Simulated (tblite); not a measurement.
Parent: `[CH3:1][CH2:2]/[CH:3]=[CH:4]/[CH2:5][O:6][SiH3:7]` with C1–C2–C3–C4 -119°, C3–C4–C5–O6 -126°, C4–C5–O6–Si7 180°, C5H12OSi.

Structures optimised with GFN2-xTB, isolated species. One conformer each, not checked by frequencies here.

```json
{"coordinate of the parent": "C1–C2", "value": "1.529 Å"}
{"coordinate of the parent": "C2–C3", "value": "1.495 Å"}
{"coordinate of the parent": "C3=C4", "value": "1.322 Å"}
{"coordinate of the parent": "C4–C5", "value": "1.497 Å"}
{"coordinate of the parent": "C5–O6", "value": "1.401 Å"}
{"coordinate of the parent": "O6–Si7", "value": "1.616 Å"}
{"coordinate of the parent": "C1–C2–C3", "value": "110.9°"}
{"coordinate of the parent": "C2–C3–C4", "value": "125.0°"}
{"coordinate of the parent": "C3–C4–C5", "value": "124.5°"}
{"coordinate of the parent": "C4–C5–O6", "value": "109.5°"}
{"coordinate of the parent": "C5–O6–Si7", "value": "129.5°"}
```

Q: How does the shared frame change in `[CH3:1][C:2]#[C:3][SiH2:4][O:5][CH2:6]/[CH:7]=[CH:8]/[CH2:9][CH3:10]` with C3–Si4–O5–C6 -57°, Si4–O5–C6–C7 179°, O5–C6–C7–C8 125°, C7–C8–C9–C10 118°, C8H14OSi? Atoms pair as C1 = C10, C2 = C9, C3 = C8, C4 = C7, C5 = C6, O6 = O5, Si7 = Si4 (parent first).

A: 
| parent | relative | value in the relative | change |
| --- | --- | --- | --- |
| C1–C2 | C10–C9 | 1.529 Å | 0.000 |
| C2–C3 | C9–C8 | 1.495 Å | 0.000 |
| C3=C4 | C8=C7 | 1.322 Å | 0.000 |
| C4–C5 | C7–C6 | 1.497 Å | 0.000 |
| C5–O6 | C6–O5 | 1.399 Å | -0.002 |
| O6–Si7 | O5–Si4 | 1.622 Å | +0.006 |
| C1–C2–C3 | C10–C9–C8 | 110.8° | -0.1 |
| C2–C3–C4 | C9–C8–C7 | 124.9° | -0.1 |
| C3–C4–C5 | C8–C7–C6 | 124.4° | -0.1 |
| C4–C5–O6 | C7–C6–O5 | 109.4° | -0.1 |
| C5–O6–Si7 | C6–O5–Si4 | 129.2° | -0.3 |

Of the parent's bonds, O6–Si7 changes most (+0.006 Å). Bonds of the relative outside the shared frame: C1–C2 1.447, C2≡C3 1.205, C3–Si4 1.852 Å. Point group C1 → C1.

Q: How does the shared frame change in `[CH3:1][CH2:2]/[CH:3]=[CH:4]/[CH2:5][O:6][SiH2:7][C:8]#[N:9]` with C1–C2–C3–C4 -118°, C3–C4–C5–O6 3°, C4–C5–O6–Si7 -173°, C5–O6–Si7–C8 58°, C6H11NOSi? Atoms pair as C1 = C1, C2 = C2, C3 = C3, C4 = C4, C5 = C5, O6 = O6, Si7 = Si7 (parent first).

A: 
```json
{"parent": "C1–C2", "relative": "C1–C2", "value in the relative": "1.529 Å", "change": "0.000"}
{"parent": "C2–C3", "relative": "C2–C3", "value in the relative": "1.494 Å", "change": "-0.001"}
{"parent": "C3=C4", "relative": "C3=C4", "value in the relative": "1.321 Å", "change": "-0.001"}
{"parent": "C4–C5", "relative": "C4–C5", "value in the relative": "1.499 Å", "change": "+0.002"}
{"parent": "C5–O6", "relative": "C5–O6", "value in the relative": "1.399 Å", "change": "-0.002"}
{"parent": "O6–Si7", "relative": "O6–Si7", "value in the relative": "1.609 Å", "change": "-0.007"}
{"parent": "C1–C2–C3", "relative": "C1–C2–C3", "value in the relative": "110.8°", "change": "-0.1"}
{"parent": "C2–C3–C4", "relative": "C2–C3–C4", "value in the relative": "124.7°", "change": "-0.3"}
{"parent": "C3–C4–C5", "relative": "C3–C4–C5", "value in the relative": "124.9°", "change": "+0.4"}
{"parent": "C4–C5–O6", "relative": "C4–C5–O6", "value in the relative": "111.7°", "change": "+2.2"}
{"parent": "C5–O6–Si7", "relative": "C5–O6–Si7", "value in the relative": "132.5°", "change": "+3.0"}
```

Of the parent's bonds, O6–Si7 changes most (-0.007 Å). Bonds of the relative outside the shared frame: Si7–C8 1.877, C8≡N9 1.146 Å. Point group C1 → C1.

Q: How does the shared frame change in `[CH3:1][CH2:2]/[CH:3]=[CH:4]/[CH2:5][O:6][SiH2:7][F:8]` with C1–C2–C3–C4 125°, C3–C4–C5–O6 -117°, C4–C5–O6–Si7 -159°, C5–O6–Si7–F8 -179°, C5H11FOSi? Atoms pair as C1 = C1, C2 = C2, C3 = C3, C4 = C4, C5 = C5, O6 = O6, Si7 = Si7 (parent first).

A: 
| parent | relative | value in the relative | change |
| --- | --- | --- | --- |
| C1–C2 | C1–C2 | 1.528 Å | -0.001 |
| C2–C3 | C2–C3 | 1.494 Å | -0.001 |
| C3=C4 | C3=C4 | 1.322 Å | 0.000 |
| C4–C5 | C4–C5 | 1.498 Å | +0.001 |
| C5–O6 | C5–O6 | 1.402 Å | +0.001 |
| O6–Si7 | O6–Si7 | 1.604 Å | -0.012 |
| C1–C2–C3 | C1–C2–C3 | 111.4° | +0.5 |
| C2–C3–C4 | C2–C3–C4 | 124.7° | -0.3 |
| C3–C4–C5 | C3–C4–C5 | 124.6° | +0.1 |
| C4–C5–O6 | C4–C5–O6 | 109.2° | -0.3 |
| C5–O6–Si7 | C5–O6–Si7 | 132.6° | +3.1 |

Of the parent's bonds, O6–Si7 changes most (-0.012 Å). Bonds of the relative outside the shared frame: Si7–F8 1.597 Å. Point group C1 → C1.

The numbers are calculated, not measured.
